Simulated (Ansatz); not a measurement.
Reaction (formal exchange of groups at a Ge–As bond): `O[AsH][GeH3]` + `C=CBr` → `[GeH3]/[CH]=C\Br` + `O[AsH2]`

Isolated molecules relaxed with PBE0-D4/def2-TZVP in Ansatz; ΔE leaves out vibrations. CCSD(T)/CBS adds triple-zeta CCSD(T) − MP2 to the extrapolated MP2 energy (def2 sets, frozen cores). DFT in def2-TZVPP. B3LYP here is the variant with VWN-RPA as its local correlation; programs differ in this. For As, Br, Ge outer-core shells are correlated without core-valence functions, which leaves a few kJ/mol of doubt a bond. Scalar relativity is left out up to krypton. Each species was taken in one conformer, which may not be the lowest.

`O[AsH][GeH3]`:

Cartesian coordinates in Å:
```
O -1.198 0.582 1.456
As -1.059 0.772 -0.341
Ge 1.070 -0.391 -0.519
H -1.547 1.404 1.809
H -1.832 -0.499 -0.700
H 1.300 -0.769 -1.993
H 1.076 -1.656 0.352
H 2.191 0.557 -0.063
```

`C=CBr`:

```xyz
6

C    -0.215   -0.563   -0.455
C     0.198    0.515    0.182
Br    0.242    0.657    2.057
H    -0.561   -1.448    0.064
H    -0.213   -0.574   -1.539
H     0.549    1.413   -0.310
```

`[GeH3]/[CH]=C\Br`:

Z-matrix (Å, degrees):
```
Ge
C 1 1.945
H 1 1.537 2 107.7
H 1 1.535 2 110.2 3 119.5
H 1 1.535 2 110.2 3 -119.5
C 2 1.322 1 125.7 3 179.9
H 2 1.088 1 118.4 3 -0.1
Br 6 1.887 2 123.5 1 0.0
H 6 1.083 2 124.8 1 -180.0
```

`O[AsH2]`:

```xyz
5

O    -0.625    0.918    0.040
As    0.071   -0.742    0.124
H    -1.523    0.876    0.377
H     0.673   -0.730   -1.279
H     1.405   -0.321    0.738
```

```csv
level,ΔE (kcal/mol),difference from CCSD(T)/CBS
PBE-D4,12.0,2.5
B3LYP-D4,11.7,2.2
r2SCAN,11.4,1.9
PBE0,11.9,2.4
B3LYP,12.4,2.9
MP2/def2-TZVPP,8.7,-0.8
SCS-MP2/def2-TZVPP,8.7,-0.8
CCSD/def2-TZVPP,9.5,0.0
CCSD(T)/def2-TZVPP,9.2,-0.3
SCS-MP2/def2-QZVPP,8.7,-0.8
CCSD(T)/CBS,9.5,0
```

Largest T1 diagnostic among the species: 0.012.

In def2-TZVPP, CCSD(T) changes the Hartree–Fock value by −1.9 kcal/mol (the triples alone add −0.3 kcal/mol) and MP2 by −2.4 kcal/mol.
